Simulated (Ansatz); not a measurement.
`[AlH2][GeH3]` + `CNC` → `C[N](C)[AlH2]` + GeH₄  (cleavage of the Al–Ge bond)

Program: Ansatz. Geometries: PBE0-D4/def2-TZVP. ΔE: electronic, gas phase. CCSD(T)/CBS adds triple-zeta CCSD(T) − MP2 to the extrapolated MP2 energy (def2 sets, frozen cores). This one scheme is used for every species. DFT in def2-TZVPP. For Ge outer-core shells are correlated without core-valence functions, which leaves a few kJ/mol of doubt a bond. Scalar relativity is left out up to krypton.

```json
{"level": "LDA (SPW92)", "ΔE (kcal/mol)": "-17.3", "difference from CCSD(T)/CBS": "-0.1"}
{"level": "PBE-D4", "ΔE (kcal/mol)": "-15.3", "difference from CCSD(T)/CBS": "1.9"}
{"level": "B97M-V", "ΔE (kcal/mol)": "-19.3", "difference from CCSD(T)/CBS": "-2.1"}
{"level": "PBE0-D4", "ΔE (kcal/mol)": "-15.0", "difference from CCSD(T)/CBS": "2.2"}
{"level": "ωB97X-V", "ΔE (kcal/mol)": "-17.2", "difference from CCSD(T)/CBS": "0.0"}
{"level": "PBE-QIDH", "ΔE (kcal/mol)": "-16.5", "difference from CCSD(T)/CBS": "0.7"}
{"level": "PBE0", "ΔE (kcal/mol)": "-14.3", "difference from CCSD(T)/CBS": "2.9"}
{"level": "r2SCAN0", "ΔE (kcal/mol)": "-16.4", "difference from CCSD(T)/CBS": "0.8"}
{"level": "CAM-B3LYP", "ΔE (kcal/mol)": "-18.0", "difference from CCSD(T)/CBS": "-0.8"}
{"level": "LC-ωPBE", "ΔE (kcal/mol)": "-16.1", "difference from CCSD(T)/CBS": "1.1"}
{"level": "RPA@PBE/def2-TZVPP", "ΔE (kcal/mol)": "-18.0", "difference from CCSD(T)/CBS": "-0.8"}
{"level": "HF/def2-SVP", "ΔE (kcal/mol)": "-17.4", "difference from CCSD(T)/CBS": "-0.2"}
{"level": "CCSD/def2-SVP", "ΔE (kcal/mol)": "-19.2", "difference from CCSD(T)/CBS": "-2.0"}
{"level": "HF/def2-TZVPP", "ΔE (kcal/mol)": "-16.2", "difference from CCSD(T)/CBS": "1.0"}
{"level": "MP2/def2-QZVPP", "ΔE (kcal/mol)": "-19.4", "difference from CCSD(T)/CBS": "-2.2"}
{"level": "MP2/CBS(def2)", "ΔE (kcal/mol)": "-19.0", "difference from CCSD(T)/CBS": "-1.8"}
{"level": "CCSD(T)/CBS", "ΔE (kcal/mol)": "-17.2", "difference from CCSD(T)/CBS": "0"}
```

Largest T1 diagnostic among the species: 0.012.

At CCSD(T), def2-SVP lies −2.6 kcal/mol from the extrapolated value and def2-TZVPP −0.7 kcal/mol. The D4 term adds −1.4 kcal/mol with B3LYP and −0.7 kcal/mol with PBE0; it sums over pairs of atoms, weighted by their polarisabilities, and B3LYP, whose exchange is more repulsive, gets the larger term. From r2SCAN to r2SCAN0 (25 % exact exchange), in def2-TZVPP and without D4, ΔE moves by +0.7 kcal/mol.

B3LYP here is the variant with VWN-RPA as its local correlation; programs differ in this.
